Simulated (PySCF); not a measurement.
## A small calculation by hand: entropy of an ideal gas

OZr, SMILES [O]=[Zr], multiplicity 1.

Geometry: B3LYP-D3(BJ)/def2-TZVPD. The spin state was assumed, not searched. The def2 effective core potentials stand for the cores of Zr; spin–orbit coupling is left out.

B3LYP-D3(BJ)/def2-TZVPD (PySCF) gives the harmonic wavenumbers 1007 cm⁻¹ and the rotational temperature 0.6034 K. The molar mass is 107.22 g/mol, the symmetry number 1, the spin multiplicity 1.

Work out the entropy at 298.15 K and 1 atm in the rigid-rotor, harmonic-oscillator model.


Translation (Sackur–Tetrode at 1 atm): S = R[1.5 ln M + 2.5 ln T − 1.16487] = 167.0 J/(mol K).
Rotation: q = T/(σ θ) = 494, S = R[ln q + 1] = 59.9 J/(mol K).
Vibration: with u = 1.4388 ν/T, each mode gives R[u/(e^u − 1) − ln(1 − e^−u)]:
| ν (cm⁻¹) | modes | u | S (J/(mol K)) |
|---|---|---|---|
| 1007 | 1 | 4.86 | 0.38 |
These are all the modes. Sum 0.4 J/(mol K).
Spin: R ln 1 = 0.0 J/(mol K).
Total 227.3 J/(mol K); the program's own thermochemistry gives 227.3. Translation makes up 73 % and vibration 0 %. Anharmonicity, hindered rotation and orbital degeneracy are left out.
